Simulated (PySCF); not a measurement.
**The Ir–H bond energy of IrH₃**

Computed with PBE0/[Ir def2-TZVP with ECP60, H def2-TZVP], scalar-relativistic core potentials, density fitting, no spin–orbit coupling, PySCF.

Each entry is the lowest minimum that a search over a few typed start shapes (and spin states, where more than one is plausible) found, or that minimum re-optimised at the stated level; isomers with ligand–ligand bonds, or fragments after loss of a ligand pair, can lie lower.

Total energies (Eh), which compare only within these settings: H atom -0.50106.

```
species  2S+1  group      E (Eh)  ZPE (kJ/mol)
   IrH₂     2    C2v  -105.47321          32.9
   IrH₃     1    C3v  -106.10043          57.4
```

(1) What are De and D0 for IrH₃ → IrH₂ + H?

Results:

(1) De = [(-105.47321) + (-0.50106) − (-106.10043)] × 2625.5 = 331 kJ/mol. The zero-point energy changes by -24.5 kJ/mol, so D0 = 307 kJ/mol.

Atoms and open shells are unrestricted, without spin–orbit or basis-set superposition corrections.

One determinant describes each species, so states of open d or f shells may be missed.

Spin–orbit coupling can matter for elements this heavy.
